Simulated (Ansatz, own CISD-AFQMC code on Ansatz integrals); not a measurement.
C3H4O, SMILES `C#CCO` (charge 0, multiplicity 1).

Cartesian coordinates (Å):
```xyz
8

C      1.7862     0.5685     0.0674
C      0.7165     0.0335    -0.0299
C     -0.6042    -0.5765    -0.1622
O     -1.6253     0.1368     0.5257
H      2.7368     1.0331     0.1622
H     -0.5957    -1.5784     0.2703
H     -0.8453    -0.6820    -1.2272
H     -1.5690     1.0649     0.2717
```
Charge 0, multiplicity 1.

Frozen-core correlation energies in cc-pVDZ at a geometry from B3LYP-D3(BJ)/def2-TZVP, on an HF energy of -190.72614 Ha (<S^2> = 0.00). Wave-function levels are from Ansatz, the walk from an own CISD-AFQMC code on Ansatz integrals (time step 0.005/Ha, trial state from CCSD amplitudes, largest double 0.06).

| level | correlation energy (mHa) |
|---|---|
| MP2 | -575.4 |
| CCSD | -605.4 |
| CCSD(T) | -625.6 |

### Question
What correlation energy does phaseless AFQMC give, and where does it lie among these levels?

### Answer
-628.2 ± 0.4 mHa (one standard error). AFQMC minus each level: MP2 -52.8 mHa, CCSD -22.8 mHa, CCSD(T) -2.6 mHa.
